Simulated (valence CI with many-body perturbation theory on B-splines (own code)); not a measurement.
## E1 transitions of Sc8+

Level of theory: valence CI with perturbative core correlation (CI+MBPT): three valence electrons over a frozen Dirac-Fock core [Ne], a basis of 11 s, 11 p, 10 d, 8 f, 5 g, 2 h functions for each j, with the one-electron correlation potential Σ1, the two-electron term Σ2, the three-electron term Σ3, Breit, model QED; selected CI, second order for the rest, scaled by the run's own slope (own B-spline code, finite nucleus).

No measured spectrum was set against this ion. As an estimate, levels of excited configurations hold to 0.05 to 0.15 % of their energy, terms of the ground configuration to about 0.5 %.

Lines 51 to 100 of 578 in falling wavelength, among levels below 1031500 cm⁻¹, chosen from the strongest by gf and those to the six lowest levels. Wavelengths and rates use the calculated energies, so an error of 200 cm⁻¹ moves a line at 102.9 nm by 0.21 % and its rate by three times that or more. Electric multipoles are in the length gauge, E1 and E2 with the static RPA response of the core. Weak lines are less certain than strong ones. Lines between different terms over intervals too small for the method are left out, as are lines whose strength nearly cancels. Where a level lies close to another of its J and parity, the split of strength between their lines is uncertain. The highest levels of a list are the least certain.

Names give the largest LS component (configuration and term), which can be under half, so a name can repeat, a term be missing and a line seem to break the LS rules; names also repeat where a configuration has a term twice. Letters in brackets count levels of one name in rising energy.

```csv
λ vac (nm),Upper,Lower,A (s⁻¹),S (a.u.) with core polarisation,S without
102.9,3s 3p 4d 4P°_5/2,3s 3p 4p 4S_3/2,1.02e+09,3.30e+00,3.31e+00
102.5,3p 3d2 2P°_3/2 [b],3s 3p 4p 4S_3/2,3.38e+08,7.19e-01,7.21e-01
102.4,3s2 4d 2D_3/2,3s2 4p 2P°_1/2,1.88e+09,3.99e+00,3.99e+00
101.3,3s 3p 4d 4P°_3/2,3s 3p 4p 4S_3/2,1.35e+09,2.77e+00,2.78e+00
100.7,3s 3p 4d 4P°_1/2,3s 3p 4p 4S_3/2,2.19e+09,2.20e+00,2.21e+00
100.6,3s 3p 4d 4P°_5/2,3s 3p 4p 4P_5/2,7.84e+08,2.36e+00,2.37e+00
100.1,3s 3p 4d 2D°_5/2,3s 3p 4p 2P_3/2 [a],1.35e+09,4.00e+00,4.01e+00
99.70,3s 3p 4d 2D°_3/2,3s 3p 4p 2P_1/2 [a],7.95e+08,1.55e+00,1.56e+00
99.48,3s 3p 4d 4D°_3/2,3s 3p 4p 2P_1/2 [a],4.80e+08,9.34e-01,9.35e-01
99.04,3s 3p 4d 4P°_3/2,3s 3p 4p 4P_5/2,4.03e+08,7.73e-01,7.76e-01
98.06,3s 3p 4d 4P°_5/2,3s 3p 4p 4P_3/2,5.86e+08,1.64e+00,1.64e+00
98.05,3s 3p 4d 4F°_7/2,3s 3p 4p 4D_7/2,6.29e+08,2.34e+00,2.35e+00
96.56,3s 3p 4d 4F°_3/2,3s 3p 4p 4D_3/2,4.92e+08,8.74e-01,8.78e-01
96.50,3s 3p 4d 4F°_5/2,3s 3p 4p 4D_5/2,9.07e+08,2.41e+00,2.42e+00
96.15,3s 3p 4d 4F°_9/2,3s 3p 4p 4D_7/2,3.25e+09,1.43e+01,1.43e+01
95.96,3s 3p 4d 4F°_3/2,3s 3p 4p 4D_1/2,1.23e+09,2.14e+00,2.15e+00
95.59,3s 3p 4d 4F°_5/2,3s 3p 4p 4D_3/2,1.11e+09,2.87e+00,2.89e+00
94.94,3s 3p 4d 4F°_7/2,3s 3p 4p 4D_5/2,2.34e+09,7.90e+00,7.94e+00
94.19,3s 3p 4d 4F°_3/2,3s 3p 4p 2P_3/2 [a],4.91e+08,8.09e-01,8.13e-01
93.26,3s 3p 4d 4F°_5/2,3s 3p 4p 2P_3/2 [a],8.25e+08,1.98e+00,1.99e+00
92.63,3s 3p 4d 4F°_3/2,3s 3p 4p 2P_1/2 [a],8.27e+08,1.30e+00,1.30e+00
81.55,3p2 3d 2G_7/2,3s 3p 3d 2F°_5/2 [b],3.75e+08,8.02e-01,8.42e-01
80.29,3p2 3d 2G_9/2,3s 3p 3d 2F°_7/2 [b],4.01e+08,1.02e+00,1.07e+00
78.22,3p 3d2 2F°_7/2 [a],3s 3d2 2D_5/2,3.13e+08,5.92e-01,6.19e-01
74.93,3p2 3d 2F_7/2 [a],3s 3p 3d 2F°_7/2 [a],4.21e+08,7.00e-01,7.33e-01
73.66,3p2 3d 2F_5/2 [a],3s 3p 3d 2F°_5/2 [a],5.04e+08,5.97e-01,6.25e-01
66.53,3p 3d2 2G°_9/2 [a],3s 3d2 2G_9/2,4.95e+08,7.20e-01,7.53e-01
66.33,3p 3d2 2G°_7/2 [a],3s 3d2 2G_7/2,4.47e+08,5.15e-01,5.39e-01
63.51,3p 3d2 4G°_5/2,3s 3d2 4F_3/2,1.56e+09,1.19e+00,1.24e+00
63.17,3p2 3d 2F_5/2 [a],3s 3p 3d 2D°_3/2 [a],7.93e+08,5.92e-01,6.18e-01
63.01,3p 3d2 4G°_7/2,3s 3d2 4F_5/2,1.60e+09,1.58e+00,1.65e+00
62.39,3p 3d2 4G°_9/2,3s 3d2 4F_7/2,1.77e+09,2.12e+00,2.22e+00
62.37,3p3 2P°_3/2,3s 3p2 2P_3/2,1.21e+09,5.82e-01,6.09e-01
62.28,3p2 3d 2F_7/2 [a],3s 3p 3d 2D°_5/2 [a],8.33e+08,7.95e-01,8.31e-01
62.00,3p 3d2 2H°_9/2,3s 3d2 2G_7/2,3.02e+09,3.56e+00,3.71e+00
61.70,3p2 3d 2D_5/2 [b],3s 3p 3d 2P°_3/2 [b],9.78e+08,6.80e-01,7.11e-01
61.63,3p 3d2 4G°_11/2,3s 3d2 4F_9/2,2.07e+09,2.86e+00,2.99e+00
60.61,3p 3d2 2H°_11/2,3s 3d2 2G_9/2,3.39e+09,4.47e+00,4.66e+00
60.15,3p2 3d 2F_5/2 [b],3s 3p 3d 2D°_3/2 [b],1.17e+09,7.51e-01,7.83e-01
59.96,3p2 3d 2F_7/2 [b],3s 3p 3d 2D°_5/2 [b],1.29e+09,1.10e+00,1.15e+00
59.86,3p2 3d 2G_9/2,3s 3p 3d 2F°_7/2 [a],2.03e+09,2.15e+00,2.24e+00
58.71,3p 3d2 4D°_3/2 [a],3s 3d2 4P_3/2,1.14e+09,4.54e-01,4.74e-01
58.63,3s 3p 4d 2P°_3/2,3s 3d2 2S_1/2,1.14e+09,4.55e-01,4.71e-01
58.53,3p2 3d 2G_7/2,3s 3p 3d 2F°_5/2 [a],2.08e+09,1.65e+00,1.72e+00
58.35,3p 3d2 4D°_5/2 [a],3s 3d2 4P_5/2,7.44e+08,4.38e-01,4.57e-01
58.31,3p 3d2 4D°_5/2 [a],3s 3d2 4P_3/2,1.16e+09,6.78e-01,7.08e-01
57.94,3p 3d2 4D°_7/2 [a],3s 3d2 4P_5/2,1.80e+09,1.38e+00,1.44e+00
56.68,3p2 3d 2P_3/2 [a],3s 3p 3d 2D°_5/2 [a],1.24e+09,4.47e-01,4.67e-01
56.03,3p2 3d 4F_5/2,3s 3p 3d 4D°_3/2,7.99e+08,4.16e-01,4.35e-01
55.67,3p 3d2 2P°_3/2 [a],3s 3d2 2D_5/2,1.83e+09,6.24e-01,6.50e-01
```
